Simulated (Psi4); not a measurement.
H2MoO4, singlet, geometry from GFN2-xTB (such geometries of metal compounds can be far from the true shape) (core potentials on Mo); Psi4 with M06-L/def2-SV(P).

Input for Psi4:
```
memory 2 GB

molecule {
0 1
Mo    0.04556687    0.00083011    0.00560237
O     1.10220482    0.78882640   -0.97552653
O     0.86074293   -0.75306665    1.21686762
O    -0.81590576   -1.20963679   -0.94058850
H    -1.09733612   -1.94764307   -1.49061800
O    -1.06225200    1.17542170    0.70967220
H    -1.49479228    1.90042130    1.17192022
}

set {
  basis def2-sv(p)
}

energy('m06-l')
print_variables()
```

Predict the main parts of the log of this Psi4 run.


```
   => Loading Basis Set <=

    Name: DEF2-SV(P)
    Role: ORBITAL
    Keyword: BASIS

    !!!  WARNING: ECP capability is in beta. Please check occupations closely.  !!!

         ---------------------------------------------------------
                                   SCF
               by Justin Turney, Rob Parrish, Andy Simmonett
                          and Daniel G. A. Smith
                              RKS Reference
         ---------------------------------------------------------

  ==> Geometry <==

    Molecular point group: c1
    Full point group: C1

    Geometry (in Angstrom), charge = 0, multiplicity = 1:

       Center              X                  Y                   Z               Mass
    ------------   -----------------  -----------------  -----------------  -----------------
         MO           0.026012106934     0.000473871901     0.003198144171    97.905404820000
         O            1.082650056934     0.788470161901    -0.977930755829    15.994914619570
         O            0.841188166934    -0.753422888099     1.214463394171    15.994914619570
         O           -0.835460523066    -1.209993028099    -0.942992725829    15.994914619570
         H           -1.116890883066    -1.947999308099    -1.493022225829     1.007825032230
         O           -1.081806763066     1.175065461901     0.707267974171    15.994914619570
         H           -1.514347043066     1.900065061901     1.169515994171     1.007825032230

  Running in c1 symmetry.

  Rotational constants: A =      0.13882  B =      0.12323  C =      0.11839 [cm^-1]
  Rotational constants: A =   4161.57458  B =   3694.48763  C =   3549.21825 [MHz]
  Nuclear repulsion =  233.920959466656996

  Charge       = 0
  Multiplicity = 1
  Electrons    = 48
  Nalpha       = 24
  Nbeta        = 24

  ==> Algorithm <==

  SCF Algorithm Type is DF.
  DIIS enabled.
  MOM disabled.
  Fractional occupation disabled.
  Guess Type is SAD.
  Energy threshold   = 1.00e-06
  Density threshold  = 1.00e-06
  Integral threshold = 1.00e-12

  ==> Primary Basis <==

  Basis Set: DEF2-SV(P)
    Blend: DEF2-SV(P)
    Number of shells: 38
    Number of basis functions: 84
    Number of Cartesian functions: 90
    Spherical Harmonics?: true
    Max angular momentum: 2

  Core potential: DEF2-SV(P)
    Number of shells: 4
    Number of ECP primitives: 14
    Number of ECP core electrons: 28
    Max angular momentum: 3

  ==> DFT Potential <==

   => LibXC <=

    Version 7.1.2
[...]
   @DF-RKS iter   7:  -370.14079363829552   -1.39945e-04   4.15001e-04 ADIIS/DIIS
   @DF-RKS iter   8:  -370.14126619024910   -4.72552e-04   1.23522e-04 ADIIS/DIIS
   @DF-RKS iter   9:  -370.14130025182232   -3.40616e-05   6.73887e-05 DIIS
   @DF-RKS iter  10:  -370.14131258304587   -1.23312e-05   1.59974e-05 DIIS
   @DF-RKS iter  11:  -370.14131333611175   -7.53066e-07   3.22094e-06 DIIS
   @DF-RKS iter  12:  -370.14131336273334   -2.66216e-08   5.97327e-07 DIIS
  Energy and wave function converged.

  ==> Post-Iterations <==

   Electrons on quadrature grid:
      Ntotal   =   48.0002936118 ; deviation = 2.936e-04

    Orbital Energies [Eh]
    ---------------------

    Doubly Occupied:

[...]
    Virtual:

[...]
    Final Occupation by Irrep:
              A
    DOCC [    24 ]
    NA   [    24 ]
    NB   [    24 ]

  @DF-RKS Final Energy:  -370.14131336273334

   => Energetics <=

    Nuclear Repulsion Energy =            233.9209594666569956
    One-Electron Energy =                -997.0716674125422969
    Two-Electron Energy =                 436.0359006003418472
    DFT Exchange-Correlation Energy =     -43.0265060171898810
    Empirical Dispersion Energy =           0.0000000000000000
    VV10 Nonlocal Energy =                  0.0000000000000000
    Total Energy =                       -370.1413133627333423

Computation Completed

Properties will be evaluated at   0.000000,   0.000000,   0.000000 [a0]

Properties computed using the SCF density matrix

 Multipole Moments:

 ------------------------------------------------------------------------------------
     Multipole            Electronic (a.u.)      Nuclear  (a.u.)        Total (a.u.)
 ------------------------------------------------------------------------------------

 L = 1.  Multiply by 2.5417464519 to convert [e a0] to [Debye]
 Dipole X            :          2.7039477           -4.1848003           -1.4808525
 Dipole Y            :          0.0492587           -0.0762360           -0.0269774
 Dipole Z            :          0.3324459           -0.5145141           -0.1820682
 Magnitude           :                                                    1.4922469

 ------------------------------------------------------------------------------------

  Variable Map:
  ----------------------------------------------------------------------------
[...]
  Array Variable Map:
  ----------------------------------------------------------------------------
[...]
[...]
```
